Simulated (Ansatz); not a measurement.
Total energies of (H2Al-mu-F)2 (Al₂H₄F₂) from Ansatz at PBE0-D4/def2-TZVP, gas phase (1 Eh = 27.2114 eV = 2625.5 kJ/mol). The reference geometry is relaxed at PBE0-D4/def2-SVP.

```csv
atom,x (Å),y (Å),z (Å)
Al1,-0.870,-0.221,-1.099
H2,-1.525,1.068,-1.725
H3,-1.054,-1.724,-1.536
F4,-0.913,-0.103,0.743
Al5,0.870,0.221,1.099
H6,1.525,-1.069,1.724
H7,1.055,1.724,1.537
F8,0.913,0.104,-0.743
```

| state | geometry | energy (Eh) |
| --- | --- | --- |
| charge 0 singlet | reference | -686.80651 |
| charge 1 doublet | reference | -686.41612 |
| free Al atom (doublet) | – | -242.24894 |
| free H atom (doublet) | – | -0.50104 |
| free F atom (doublet) | – | -99.67617 |

Q: Work out the vertical ionisation energy to the doublet.

A: E(charge 1 doublet) − E(charge 0 singlet) = -686.41612 − (-686.80651) = 0.39039 Eh = 10.62 eV. For comparison, −ε of the highest occupied level is 8.63 eV at this level, 1.99 eV less.

Q: What is the binding energy per atom against free atoms?

A: Atoms: 2 × (-242.24894) + 4 × (-0.50104) + 2 × (-99.67617) = -685.85438 Eh. Binding: -685.85438 − (-686.80651) = 0.95213 Eh = 25.91 eV, or 3.24 eV for each of 8 atoms (no zero-point energy, no counterpoise term).
